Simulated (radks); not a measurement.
Values are calculated unless marked as measured or tabulated.
Effect of the nuclear size on the manganese ion Mn2+, [Ar] 3d5. Level of theory: Dirac Kohn-Sham, PBE, spin-unpolarised, spherical densities, finite nucleus; open shells are shared between the two j in proportion to 2j + 1; Fermi nuclear charge, rms radius 3.7057 fm (a radial shooting solver on a logarithmic mesh with Libxc functionals). The rms radius is varied about that value; shifts are against it.

[
 {"rms radius (fm)": "2.9646", "total energy shift (eV)": "-0.0330", "density at nucleus (e/bohr^3)": "1.328e+04", "1s1/2 shift (meV)": "-14.0", "2s1/2 shift (meV)": "-1.25", "3s1/2 shift (meV)": "-0.180"},
 {"rms radius (fm)": "3.3537", "total energy shift (eV)": "-0.0165", "density at nucleus (e/bohr^3)": "1.321e+04", "1s1/2 shift (meV)": "-7.01", "2s1/2 shift (meV)": "-0.626", "3s1/2 shift (meV)": "-0.090"},
 {"rms radius (fm)": "3.7057", "total energy shift (eV)": "0", "density at nucleus (e/bohr^3)": "1.316e+04", "1s1/2 shift (meV)": "0.000", "2s1/2 shift (meV)": "0.000", "3s1/2 shift (meV)": "0.000"},
 {"rms radius (fm)": "4.0652", "total energy shift (eV)": "0.0185", "density at nucleus (e/bohr^3)": "1.311e+04", "1s1/2 shift (meV)": "7.86", "2s1/2 shift (meV)": "0.701", "3s1/2 shift (meV)": "0.101"},
 {"rms radius (fm)": "4.1652", "total energy shift (eV)": "0.0240", "density at nucleus (e/bohr^3)": "1.31e+04", "1s1/2 shift (meV)": "10.2", "2s1/2 shift (meV)": "0.907", "3s1/2 shift (meV)": "0.131"}
]

Slopes of the eigenvalues against <r^2> in GHz/fm^2, as finite differences over the two radii next to the reference (eigenvalue slopes, not the field-shift constants of lines): 1s1/2 681, 2s1/2 60.8, 3s1/2 8.78.
